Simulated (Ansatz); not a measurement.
Consider the silylene formation by 1,1-elimination: `F[SiH2]C1=C[SiH2]1` → `C1=C[SiH2]1` + `F[SiH]`.

Program: Ansatz. Geometries: PBE0-D4/def2-TZVP. ΔE: electronic, gas phase. CCSD(T)/CBS adds triple-zeta CCSD(T) − MP2 to the extrapolated MP2 energy (def2 sets, frozen cores). This one scheme is used for every species. Functionals use def2-TZVPP. B3LYP here is the variant with VWN-RPA as its local correlation; programs differ in this. One conformer a species, not always the lowest.

```tsv
level	ΔE (kcal/mol)
PBE-D4	53.6
B3LYP-D4	53.2
ωB97M-V	52.2
B2PLYP	53.0
HF/def2-TZVPP	52.3
HF/def2-QZVPP	52.3
SCS-MP2/def2-QZVPP	56.3
CCSD/CBS(def2)	54.1
```

**Question.** What does CCSD(T)/CBS give? (Best estimate.)

**Answer.** The calculation gave: +54.8 kcal/mol. The listed levels differ from it by -1.2, -1.6, -2.6, -1.8, -2.5, -2.5, 1.5, -0.7 kcal/mol.

Largest T1 diagnostic among the species: 0.015.

From PBE to PBE0 (25 % exact exchange), in def2-TZVPP and without D4, ΔE moves by +3.3 kcal/mol. The D4 term adds +3.4 kcal/mol with B3LYP and +1.9 kcal/mol with PBE0; it sums over pairs of atoms, weighted by their polarisabilities, and B3LYP, whose exchange is more repulsive, gets the larger term.
